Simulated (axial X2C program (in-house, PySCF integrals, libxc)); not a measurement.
## HBr⁺: cheaper levels and CCSD(T), with spin–orbit coupling

Computed with an in-house relativistic program for diatomic molecules. Two-component (2c) means X2C with spin–orbit coupling and atomic mean-field two-electron Coulomb and Gaunt terms. Basis: Br dyall-cv3z [8s9p6d4f1g], H dyall-v3z [6s2p1d] (cores contracted in-house); Gaussian nuclei, density fitting, unrestricted open shells. Masses: Br 78.918 u, H 1.008 u.

State: Ω = 3/2 (⟨Sz⟩ = 0.50, ⟨Lz⟩ = 1.00 at HF); fragments Br+ + H.

```
level  Re (Å)  ωe (cm⁻¹)  De (eV)
 PBE0   1.454     2433.7     4.03
   HF   1.435     2577.6      n/a
  MP2   1.443     2504.5     3.77
 CCSD   1.448     2465.3     3.85
B3LYP   1.458     2389.9     4.08
```

Correlated methods: 7 electrons correlated (number of frozen shells: Br 3 s, 2 p, 1 d; H none), 145 virtual spin orbitals or spinors in MP2, 70 natural virtuals in coupled cluster.

CCSD(T), same Hamiltonian and basis:

Re = 1.450 Å, ωe = 2447.4 cm⁻¹, De = 3.89 eV; T1 = 0.006 (Lee–Taylor normalisation).

(1) Give the differences from CCSD(T) in the columns below.

One determinant describes the state; a PBE0 search over occupations chose it and may have missed a lower one. De is counted from the lowest determinant-based energies of the atoms at the same level, without counterpoise correction. De is not given where an atomic determinant may have missed its ground term or J level, or where the truncated virtual space spoils (T). Density functionals use the spin component along the axis (collinear). CCSD and (T) use frozen natural virtuals with an MP2 correction for the truncation; (T) itself is uncorrected, so its De runs slightly low. Without a current term, density functionals place determinants with orbital angular momentum somewhat too high.

## Answers

(1) 

```csv
level,ΔRe (Å),Δωe (cm⁻¹),ΔDe (eV)
PBE0,0.004,-14,0.14
HF,-0.015,130,n/a
MP2,-0.007,57,-0.12
CCSD,-0.002,18,-0.04
B3LYP,0.008,-58,0.19
```
